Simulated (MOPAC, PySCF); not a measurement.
CH$_{4}$O$_{2}$Si, SMILES `[SiH3]OC=O` (O–C–O–Si torsion 0°), neutral singlet in the gas phase. 

Cartesian coordinates (Å):
SMILES: O=CO[SiH3]
```xyz
8

O      1.4204     0.9978    -0.7936
C      1.4958    -0.0003    -0.1321
O      0.4464    -0.6449     0.3924
Si    -1.1280    -0.0555     0.1370
H      2.4361    -0.5056     0.1230
H     -1.9676    -1.0262     0.8616
H     -1.2622     1.2939     0.7154
H     -1.4409    -0.0592    -1.3037
```
Charge 0, multiplicity 1.

All levels are single points at this geometry (B3LYP-D3(BJ)/def2-TZVP); Pople sets use spherical d functions. Orbital energies aren't observables, and empty levels follow the basis.

```json
[
 {"level": "B3LYP-D3(BJ)/def2-TZVP in PySCF", "HOMO (eV)": "-8.35", "LUMO (eV)": "-0.69", "gap (eV)": "7.66", "dipole (D)": "1.64", "vertical IE, Delta-SCF (eV)": "11.14"},
 {"level": "M06-2X/def2-TZVP in PySCF", "HOMO (eV)": "-10.32", "LUMO (eV)": "0.72", "gap (eV)": "11.03", "dipole (D)": "1.66", "vertical IE, Delta-SCF (eV)": "11.32"},
 {"level": "B3LYP/6-311+G** in PySCF", "HOMO (eV)": "-8.42", "LUMO (eV)": "-0.79", "gap (eV)": "7.63", "dipole (D)": "1.64", "vertical IE, Delta-SCF (eV)": "–"},
 {"level": "B3LYP/6-31G* in PySCF", "HOMO (eV)": "-8.01", "LUMO (eV)": "-0.22", "gap (eV)": "7.78", "dipole (D)": "1.51", "vertical IE, Delta-SCF (eV)": "10.99"},
 {"level": "HF/3-21G in PySCF", "HOMO (eV)": "-12.58", "LUMO (eV)": "4.02", "gap (eV)": "16.60", "dipole (D)": "1.51", "vertical IE, Delta-SCF (eV)": "–"},
 {"level": "PM3 in MOPAC", "HOMO (eV)": "-10.77", "LUMO (eV)": "0.59", "gap (eV)": "11.36", "dipole (D)": "1.65", "vertical IE, Delta-SCF (eV)": "–"}
]
```
